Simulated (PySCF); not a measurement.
# `CC[C@]1(C)CCO[SiH2]1`, C6H14OSi

Geometry:
```json
{"atom": "C1", "x (Å)": "2.463", "y (Å)": "0.042", "z (Å)": "0.354"}
{"atom": "C2", "x (Å)": "1.274", "y (Å)": "-0.892", "z (Å)": "0.139"}
{"atom": "C3", "x (Å)": "-0.042", "y (Å)": "-0.196", "z (Å)": "-0.223"}
{"atom": "C4", "x (Å)": "0.094", "y (Å)": "0.572", "z (Å)": "-1.539"}
{"atom": "C5", "x (Å)": "-0.503", "y (Å)": "0.755", "z (Å)": "0.895"}
{"atom": "C6", "x (Å)": "-2.024", "y (Å)": "0.872", "z (Å)": "0.818"}
{"atom": "O7", "x (Å)": "-2.576", "y (Å)": "-0.379", "z (Å)": "0.475"}
{"atom": "Si8", "x (Å)": "-1.550", "y (Å)": "-1.389", "z (Å)": "-0.293"}
{"atom": "H9", "x (Å)": "3.334", "y (Å)": "-0.534", "z (Å)": "0.661"}
{"atom": "H10", "x (Å)": "2.249", "y (Å)": "0.772", "z (Å)": "1.131"}
{"atom": "H11", "x (Å)": "2.717", "y (Å)": "0.572", "z (Å)": "-0.560"}
{"atom": "H12", "x (Å)": "1.522", "y (Å)": "-1.599", "z (Å)": "-0.657"}
{"atom": "H13", "x (Å)": "1.123", "y (Å)": "-1.475", "z (Å)": "1.052"}
{"atom": "H14", "x (Å)": "0.445", "y (Å)": "-0.089", "z (Å)": "-2.329"}
{"atom": "H15", "x (Å)": "-0.864", "y (Å)": "0.987", "z (Å)": "-1.846"}
{"atom": "H16", "x (Å)": "0.798", "y (Å)": "1.398", "z (Å)": "-1.443"}
{"atom": "H17", "x (Å)": "-0.045", "y (Å)": "1.741", "z (Å)": "0.819"}
{"atom": "H18", "x (Å)": "-0.239", "y (Å)": "0.321", "z (Å)": "1.862"}
{"atom": "H19", "x (Å)": "-2.323", "y (Å)": "1.603", "z (Å)": "0.058"}
{"atom": "H20", "x (Å)": "-2.459", "y (Å)": "1.175", "z (Å)": "1.775"}
{"atom": "H21", "x (Å)": "-2.009", "y (Å)": "-1.638", "z (Å)": "-1.655"}
{"atom": "H22", "x (Å)": "-1.394", "y (Å)": "-2.600", "z (Å)": "0.505"}
```

The calculation used PySCF, GIAO PBE0/pcSseg-1 magnetisability, rotational g tensor and spin-rotation constants, non-relativistic, gas phase. Geometry: GFN2-xTB.

(1) How diamagnetic is it, and how anisotropic?

(2) Split it along the inertial axes a, b, c into diamagnetic and paramagnetic parts about the centre of mass, with the quadrupole moment.

(3) And the rotational g tensor?

## Answers

(1) Isotropic -1515 × 10⁻³⁰ J/T², or -91.2 × 10⁻⁶ cm³/mol; principal values -1543, -1512, -1490 × 10⁻³⁰ J/T², anisotropy 46 × 10⁻³⁰ J/T² (root of half the summed squared differences of the principal values). The susceptibility is in cgs units.

(2) 
```csv
axis,χ (10⁻⁶ cm³/mol),diamagnetic (10⁻⁶ cm³/mol),paramagnetic (10⁻⁶ cm³/mol),summed x² of all electrons (Å²),quadrupole Θ (D Å)
a,-89.7,-595.2,505.5,206.3,-6.20
b,-92.6,-1124.2,1031.6,81.6,+5.04
c,-91.4,-1221.2,1129.8,58.7,+1.15
```
Anisotropies 2χaa − χbb − χcc = +4.5 and 2χbb − χaa − χcc = -4.1 × 10⁻⁶ cm³/mol. Θ is traceless in Buckingham's convention.

(3) 
| axis | rotational constant (GHz) | g | nuclear part | electronic part |
| --- | --- | --- | --- | --- |
| a | 2.7940 | -0.0175 | 0.6461 | -0.6635 |
| b | 1.2570 | -0.0101 | 0.5991 | -0.6092 |
| c | 1.1337 | -0.0085 | 0.5932 | -0.6017 |

Asymmetric top; isotopes 12C, 1H, 16O, 28Si; no vibrational averaging.
